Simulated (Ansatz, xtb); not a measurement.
Two structures of AlH5SbTe

Structure a is a doublet given by its coordinates and structure b is a doublet given by its coordinates. Both are isolated molecules in the gas phase, relaxed with r2SCAN-D4/def2-SVP.

a (Å):

```xyz
8

Al   -0.2352   -0.4559   -1.5894
Sb   -0.4342    0.0847    2.2030
Te    1.4878    0.8119    0.3014
H    -1.4617    1.2578    1.4768
H     0.8454   -1.1535   -2.5385
H    -0.9464    0.9052   -2.0394
H    -1.0536   -1.3847   -0.5597
H     2.4203   -0.5212    0.6758
```

Close contacts (Å): Al1–Te3 2.86, Sb2–Te3 2.80, Al1–H5 1.60, Al1–H6 1.60, Al1–H7 1.61, Sb2–H4 1.72, Te3–H8 1.67.

b (Å):

```yaml
atoms:
  - { symbol: Al, position_ang: [-0.3426, 0.2892, -0.6455] }
  - { symbol: Sb, position_ang: [0.8704, -2.2101, -0.3601] }
  - { symbol: Te, position_ang: [1.3935, 1.1306, 1.1331] }
  - { symbol: H, position_ang: [-0.0443, 0.7422, -2.1387] }
  - { symbol: H, position_ang: [-1.7857, 0.1144, -0.0031] }
  - { symbol: H, position_ang: [2.5528, 1.3611, -0.0428] }
  - { symbol: H, position_ang: [2.5505, -1.9110, -0.4611] }
  - { symbol: H, position_ang: [0.9154, -2.4834, 1.3259] }
```

Close contacts (Å): Al1–Sb2 2.79, Al1–Te3 2.62, Al1–H4 1.59, Al1–H5 1.59, Sb2–H7 1.71, Sb2–H8 1.71, Te3–H6 1.67.

**Question.** Estimate E(b) − E(a) at the level CCSD(T)/def2-SVP + ΔMP2/def2-TZVPP.

**Answer.** Calculated at CCSD(T)/def2-SVP + ΔMP2/def2-TZVPP: E(b) − E(a) = −21.4 kJ/mol, so structure b lies lower.

Level by level:

| level | geometry | E(b) − E(a) (kJ/mol) | departure from the last row (kJ/mol) | job, with rough time for the two |
| --- | --- | --- | --- | --- |
| GFN2-xTB | GFN2-xTB | +91.7 | +113.1 | optimisation, 0.59 s |
| HF/STO-3G | GFN2-xTB | +13.1 | +34.5 | single point, 3 s |
| r2SCAN-D4/def2-SVP//GFN2-xTB | GFN2-xTB | +18.9 | +40.3 | single point, 9 s |
| r2SCAN-D4/def2-SVP | r2SCAN-D4/def2-SVP | −33.1 | −11.7 | optimisation, 4.8 min |
| HF/def2-SVP | r2SCAN-D4/def2-SVP | −5.3 | +16.1 | part of the CCSD(T) run |
| MP2/def2-SVP | r2SCAN-D4/def2-SVP | −19.2 | +2.2 | part of the CCSD(T) run |
| CCSD(T)/def2-SVP | r2SCAN-D4/def2-SVP | −19.5 | +1.9 | single point |
| CCSD(T)/def2-SVP + ΔMP2/def2-TZVPP | r2SCAN-D4/def2-SVP | −21.4 |  | single point, 96 s |

GFN2-xTB, HF/STO-3G, r2SCAN-D4/def2-SVP//GFN2-xTB put the two in the other order. The largest departure from CCSD(T)/def2-SVP + ΔMP2/def2-TZVPP is that of GFN2-xTB, 113.1 kJ/mol. The last row adds to CCSD(T) the change of the MP2 difference between the two basis sets, here −1.9 kJ/mol.

With harmonic frequencies from r2SCAN-D4/def2-SVP (ideal gas, rigid rotor, one conformer each, 298.15 K, 1 atm): on the last row, ΔE + ΔZPE = −19.9 kJ/mol. A mode under 50 cm⁻¹ makes harmonic enthalpies and free energies unreliable, so none is given.

Open shells are spin-unrestricted. The correlated steps freeze 13 core orbitals; the filled d shell of Sb and Te is correlated, in a basis made for valence electrons. Atoms past krypton carry core potentials in the def2 sets, other sets are all-electron and non-relativistic, and no spin–orbit term is included. Programs: Ansatz 0.2.0, xtb 6.7.1; the last row on 2 threads of Arm Neoverse V1 on a shared host.
